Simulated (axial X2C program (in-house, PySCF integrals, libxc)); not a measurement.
**CoC⁻: from the spin-free to the two-component result**

Computed with an in-house all-electron X2C program for linear molecules (integrals from PySCF). Spin-free means the one-electron spin-free X2C Hamiltonian; two-component (2c) means X2C with spin–orbit coupling and atomic mean-field two-electron Coulomb and Gaunt terms, so the difference of the two also holds small scalar two-electron terms. Basis: Co dyall-acv3z [10s11p7d4f2g], C dyall-av3z [8s7p3d2f] (cores contracted in-house); Gaussian nuclei, density fitting, unrestricted open shells. Masses: Co 58.933 u, C 12.000 u.

Spin-free state: M_S = 0, Λ = 3 (beyond evenly filled blocks: π+α, δ+α, δ+β, δ-β); fragments Co + C-.

| level | Re (Å) | ωe (cm⁻¹) | De (eV) | μ (D) |
| --- | --- | --- | --- | --- |
| PBE0 | 1.706 | 582.5 | 2.820 | -1.73 |
| PBE | 1.629 | 869.6 | 4.339 | -1.31 |

Dipoles are positive if C is the positive end and refer to the centre of mass.

Two-component determinant lowest at the distance of the search:

Ω = 3 (⟨Sz⟩ = 0.00, ⟨Lz⟩ = 3.00 at PBE0); fragments Co + C-.

```tsv
level	Re (Å)	ωe (cm⁻¹)	μ (D)
PBE0	1.706	582.8	-1.73
PBE	1.629	868.7	-1.31
```

Question: From the two tables, how do the constants change at the PBE0 level (2c against spin-free)?

Answer: At the PBE0 level Re is unchanged within 0.001 Å and ωe increases by 0.3 cm⁻¹.

Occupations by symmetry block were frozen at the best pattern of an incomplete PBE0 search. De is counted from the lowest determinant-based energies of the atoms at the same level, without counterpoise correction. De is not given where an atomic determinant may have missed its ground term or J level, or where the truncated virtual space spoils (T). Density functionals use the spin component along the axis (collinear). PBE0 can misorder states that lie within some tenths of an eV, so this need not be the ground state of the molecule. The nearest other spin-free determinant of the search, M_S = 1, Λ = 3, lies 0.15 eV up at the distance of the search. The functionals have no current-density term, which raises determinants with orbital currents, atoms included. With several unpaired electrons one determinant need not be a pure state. At some level and bond length an empty orbital lies below a filled one. The highest occupied level of some functionals is positive through self-interaction error; at Hartree–Fock it is bound. The determinant is spin-polarised beyond a pure state at some levels (its spin-free form has ⟨S²⟩ too high), which makes Re and μ there less reliable.
